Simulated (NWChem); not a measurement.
# C2HBF2; SMILES B(F)(C#C)F

Results from NWChem. The geometry was optimised at PBE0/def2-SVP. Ions are spin-unrestricted doublets at the neutral geometry; other ion states weren't tried.

For level BHandHLYP/def2-SVP:

```
Item           Result
-------------  ------
−ε(HOMO) (eV)    9.90
```

What are these values for level CAM-B3LYP/def2-SVP?

The −ε(HOMO) (eV) is 10.11.
